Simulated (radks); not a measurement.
Values are calculated unless marked as measured or tabulated.
Charge is removed step by step from the 1s down level of B, starting from 1s(up 1, down 1) 2s2 2p1. Code: a radial shooting solver on a logarithmic mesh with Libxc functionals. Model: scalar-relativistic Kohn-Sham, PBE, spin-polarised, spherical densities, finite nucleus; open shells are filled with parallel spins first; Fermi nuclear charge, rms radius 2.406 fm.

removed (e)  E - E(0) (eV)  eigenvalue (eV)
0                    0.000          -180.27
0.1                 18.244          -184.62
0.2                 36.923          -188.96
0.3                 56.034          -193.26
0.4                 75.573          -197.49
0.5                 95.529          -201.61
0.6                 115.89          -205.54
0.7                 136.62          -209.15
0.8                 157.70          -212.20
0.9                 179.02          -213.93

The mean slope of the eigenvalue, de/dn, is 37.4 eV per electron.
